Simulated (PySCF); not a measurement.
## Nuclear quadrupole coupling in `COC[SiH2]SC(C)C`

C5H14OSSi.
Numbering: `[CH3:1][O:2][CH2:3][SiH2:4][S:5][CH:6]([CH3:7])[CH3:8]` (hydrogens: H9, H10, H11 on C1; H12, H13 on C3; H14, H15 on Si4; H16 on C6; H17, H18, H19 on C7; H20, H21, H22 on C8)

Cartesian coordinates in Å at the GFN2-xTB level; atoms count from 1:
```xyz
22
C5H14OSSi angstrom
C      4.408    0.259   -0.004
O      3.056    0.564   -0.229
C      2.165   -0.292    0.455
Si     0.445    0.337   -0.027
S     -0.951   -0.848    1.082
C     -2.600   -0.442    0.357
C     -2.764   -1.098   -1.002
C     -2.845    1.055    0.310
H      4.992    0.978   -0.574
H      4.646   -0.757   -0.341
H      4.661    0.343    1.060
H      2.343   -0.244    1.538
H      2.329   -1.335    0.151
H      0.312    1.745    0.344
H      0.238    0.158   -1.463
H     -3.287   -0.903    1.071
H     -2.559   -2.163   -0.935
H     -2.083   -0.656   -1.726
H     -3.784   -0.960   -1.358
H     -3.889    1.247    0.072
H     -2.620    1.511    1.271
H     -2.224    1.521   -0.453
```

Field gradients from the PBE0/pcSseg-1 density (PySCF, non-relativistic), principal values in atomic units, ordered |Vxx| ≤ |Vyy| ≤ |Vzz|:

```csv
atom,Vxx,Vyy,Vzz
O2,0.0203,2.0729,-2.0932
S5,0.1502,2.0648,-2.2150
```

Find the asymmetry η = (Vxx − Vyy)/Vzz and the couplings χ = eQV/h (234.96 MHz × Q in barn × V in au), with Q(17O) = −0.0256 b, Q(33S) = −0.0678 b.

| atom | environment | nucleus | η | χzz (MHz) | χxx (MHz) | χyy (MHz) |
| --- | --- | --- | --- | --- | --- | --- |
| O2 | ether oxygen | 17O | 0.98 | 12.59 | -0.12 | -12.47 |
| S5 | sulfur bonded to C and Si | 33S | 0.86 | 35.29 | -2.39 | -32.89 |

At O2 η is above 0.9: Vyy and Vzz are nearly equal in size and opposite in sign, so a small change could swap them and flip the sign of χzz. The tensor is traceless: Vxx + Vyy + Vzz = 0.

What is Vzz at S5 in SI units (1 au = 9.71736 × 10²¹ V/m²)?

-2.2150 au = -21.524 × 10²¹ V/m².

What couplings would deuterons (Q(2H) = 0.00286 b) have in place of the hydrogens, at this geometry?

| atom | bonded to | bond length (Å) | Vzz (au) | η | χzz (kHz) |
| --- | --- | --- | --- | --- | --- |
| H9 | C1 | 1.088 | 0.3068 | 0.06 | 206 |
| H10 | C1 | 1.097 | 0.2894 | 0.08 | 194 |
| H11 | C1 | 1.097 | 0.2895 | 0.08 | 195 |
| H12 | C3 | 1.098 | 0.2904 | 0.08 | 195 |
| H13 | C3 | 1.099 | 0.2903 | 0.08 | 195 |
| H14 | Si4 | 1.461 | 0.1633 | 0.01 | 110 |
| H15 | Si4 | 1.462 | 0.1638 | 0.02 | 110 |
| H16 | C6 | 1.093 | 0.2966 | 0.03 | 199 |
| H17 | C7 | 1.087 | 0.3142 | 0.02 | 211 |
| H18 | C7 | 1.087 | 0.3127 | 0.04 | 210 |
| H19 | C7 | 1.089 | 0.3135 | 0.03 | 211 |
| H20 | C8 | 1.089 | 0.3131 | 0.02 | 210 |
| H21 | C8 | 1.087 | 0.3135 | 0.02 | 211 |
| H22 | C8 | 1.088 | 0.3125 | 0.04 | 210 |

Geometry: GFN2-xTB, one conformer, isolated molecule. GFN2-xTB bond lengths can be off by several hundredths of an ångström, more for odd bonds, and the gradients follow them. A larger basis could move these couplings by a tenth or more.
